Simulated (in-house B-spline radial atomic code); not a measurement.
## Kr⁴⁺: [Ar] 3d10 4s2 4p2

Method: non-relativistic TPSSh, spin-polarised, spherical fractional occupations, point nucleus. Calculated with a B-spline radial code for spherical atoms.

Screening seen three ways: the hydrogenic charge with the same mean radius, Z_r = [3n² - l(l+1)]/(2<r>), the one with the same energy, Z_e = n√(-2ε), and Slater's rules. Values are occupation-weighted means over spin.

```csv
shell,electrons,ε (eV),<r> (bohr),Z_r,Z_e,Slater
1s,2,-14001,0.04243,35.35,32.08,35.70
2s,2,-1876.5,0.1876,31.99,23.49,31.85
2p,6,-1700.9,0.1618,30.90,22.36,31.85
3s,2,-316.68,0.5399,25.00,14.47,24.75
3p,6,-253.85,0.544,22.98,12.96,24.75
3d,10,-141.82,0.5501,19.09,9.69,14.85
4s,2,-72.278,1.456,16.49,9.22,9.65
4p,2,-57.86,1.604,14.34,8.25,9.65
```

The least bound orbital is 4p up at -57.86 eV, and it is also the most diffuse (<r> = 1.604 bohr).

Caution: exact exchange at fractional occupations of open shells leaves self-interaction of up to several eV.
